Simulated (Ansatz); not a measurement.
```xyz
3

Si    0.0000    0.0000    0.0000
H     0.0000    0.0000    3.9760
H     0.0000    3.6035   -1.6803
```

Basis set: pcseg-2 (spherical functions). Charge 0, multiplicity 1.

Computed with Ansatz (development build ahead of 0.2.0); each method stands on the lowest determinant of its kind that the runs found. Restricted functionals stand beside restricted open-shell atoms, which can lie above the unrestricted atoms usual in DFT and then raise those values.

The atomization energy at this shape (free ground-state atoms in the same class of orbitals less the molecule, no zero-point energy) of singlet SiH₂ in separate pieces:

```json
{"method": "PBE0 (unrestricted)", "atomization energy": "4.1 kJ/mol"}
{"method": "UHF", "atomization energy": "1.1 kJ/mol"}
```

Q: What does PBE0 (restricted) give?

A: -274.9 kJ/mol. Caution: the shape is not the minimum. Caution for PBE0 (unrestricted), PBE0 (restricted): charge can spread falsely over distant fragments. Caution for PBE0 (unrestricted), UHF: the unrestricted determinant is a mixture of spin states. Caution for PBE0 (restricted): an unrestricted determinant lies well below; the molecule lies well above its atoms at this level.
